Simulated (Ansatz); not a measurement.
A trace of molecular dynamics of BFH$_{4}$OS (8 atoms, charge 0, multiplicity 1).

All numbers below come from RKS CAM-B3LYP/def2-SVP (Ansatz).

```json
{
 "ensemble": "NVE (velocity Verlet)",
 "starting velocities drawn for": "100 K",
 "seed": "5984"
}
```

```tsv
time (fs)	T (K)	potential energy less start (eV)	conserved less start (meV/atom)
0	100	0.000	0.00
4	63	0.029	0.01
8	42	0.045	0.02
12	95	0.004	0.02
16	230	-0.100	0.03
20	474	-0.290	0.01
24	896	-0.618	-0.11
28	954	-0.662	0.00
32	1039	-0.729	-0.05
36	1091	-0.769	-0.04
40	1037	-0.727	0.04
44	1245	-0.889	-0.05
48	1475	-1.066	-0.04
52	1546	-1.121	0.01
56	1655	-1.207	-0.08
60	1691	-1.234	-0.06
64	1418	-1.022	0.04
68	1405	-1.013	-0.06
72	1493	-1.081	-0.01
76	1415	-1.020	0.02
80	1486	-1.075	-0.07
84	1523	-1.103	0.05
88	1619	-1.178	0.00
92	1803	-1.321	-0.09
96	1652	-1.204	0.05
100	1433	-1.034	0.00
```

Task: Is this trajectory sound?

Result: The conserved energy stayed within 0.17 meV per atom of its start (net change -0.0005 meV per atom), so the integration is sound. The kinetic energy rose, since the run started high on the potential surface and went downhill. It ends in pieces (BFH2O + H2S), so much of that is their flight and rotation, not heat. A run of 0.1 ps of so small a system gives no equilibrium averages. The orbitals stay closed-shell, which can raise the energy where a bond breaks towards radicals; this wasn't checked here. The time step was 0.5 fs.

Run time: 9.4 min on 2 threads of Arm Neoverse N1 (shared host), peak memory 0.19 GiB.
